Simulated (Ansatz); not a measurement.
Reaction (isomerisation): `CCBBO` → `BBCOC`

Program: Ansatz. Geometries: PBE0-D4/def2-TZVP. ΔE: electronic, gas phase. CCSD(T)/CBS adds triple-zeta CCSD(T) − MP2 to the extrapolated MP2 energy (def2 sets, frozen cores). Functionals use def2-TZVPP. One conformer a species, not always the lowest.

`CCBBO`:

Cartesian coordinates in Å:
```
C -0.445 -1.500 0.473
C -1.172 -0.192 0.189
B -0.328 1.060 -0.206
B 1.347 1.176 -0.094
O 2.273 0.945 -1.062
H 0.298 -1.375 1.265
H 0.088 -1.857 -0.413
H -1.127 -2.295 0.784
H -1.737 0.136 1.079
H -1.968 -0.333 -0.556
H -0.958 2.041 -0.519
H 1.827 1.513 0.964
H 1.901 0.681 -1.906
```

`BBCOC`:

```xyz
13

B     2.569    0.600   -0.910
B     0.942    0.419   -0.969
C    -0.008   -0.055    0.171
O    -1.363   -0.105   -0.200
C    -2.188   -0.533    0.846
H     3.083    1.646   -0.623
H     3.321   -0.281   -1.227
H     0.439    0.690   -2.031
H     0.336   -1.045    0.528
H     0.133    0.610    1.046
H    -3.214   -0.543    0.475
H    -1.922   -1.546    1.183
H    -2.128    0.143    1.711
```

```
        level  ΔE (kJ/mol)
      ωB97M-V        251.6
HF/def2-QZVPP        239.2
```

(1) What does CCSD(T)/CBS give? (Best estimate.)

Largest T1 diagnostic among the species: 0.012.

## Answers

(1) The calculation gave: +257.4 kJ/mol. The listed levels differ from it by -5.8, -18.2 kJ/mol.

In def2-TZVPP, CCSD(T) changes the Hartree–Fock value by +16.1 kJ/mol (the triples alone add +1.5 kJ/mol) and MP2 by +26.0 kJ/mol. From PBE to PBE0 (25 % exact exchange), in def2-TZVPP and without D4, ΔE moves by +4.0 kJ/mol.
